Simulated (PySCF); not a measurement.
**Dipole response of Cl⁺ (chlorine, charge +1)**

[Ne] 3s2 3p4, high-spin 3P determinant. Computed with PySCF 2.14 in x2c-QZVPPall with one added diffuse shell each of s, p, d, f type (10s7p5d3f1g, 86 functions), with scalar relativity by spin-free X2C-1e. Coupled (time-dependent) response in atomic units; α is the mean over directions.

| method | mean α (bohr³) | α xx, yy, zz | C₆ (like pair) | S(−4) |
| --- | --- | --- | --- | --- |
| UHF | 8.548 | 8.443, 8.758, 8.443 | 40.32 | 17.47 |
| PBE | 8.819 | 8.637, 9.184, 8.637 | 41.84 | 19.17 |
| PBE0 | 8.671 | 8.516, 8.980, 8.516 | 40.97 | 18.23 |
| M06 | 8.734 | 8.569, 9.063, 8.569 | 40.70 | 19.32 |
| LC-wPBE | 8.604 | 8.470, 8.871, 8.470 | 40.54 | 17.87 |

S(−4) is the Cauchy moment in α(ω) = α(0) + S(−4) ω² + …

α(iu) at PBE0:

| u (hartree) | α(iu) (bohr³) |
| --- | --- |
| 0 | 8.671 |
| 0.0500 | 8.626 |
| 0.100 | 8.493 |
| 0.200 | 8.006 |
| 0.300 | 7.320 |
| 0.500 | 5.788 |
| 0.750 | 4.164 |
| 1.00 | 3.024 |
| 1.50 | 1.737 |
| 2.00 | 1.114 |
| 3.00 | 0.5762 |
| 5.00 | 0.2502 |

A single London oscillator, α(iu) = α/(1 + u²/ω²), gives C₆ = (3/4) ω α². Matching the computed C₆ needs ω = 4 × 40.97 / (3 × 8.671²) = 0.727 hartree.

For an ion, C₆ is the dispersion term alone; charge-induced terms of lower order in 1/R come first.

The components differ because the open shell of this determinant is not spherical; for a pure term their mean is the scalar polarisability.
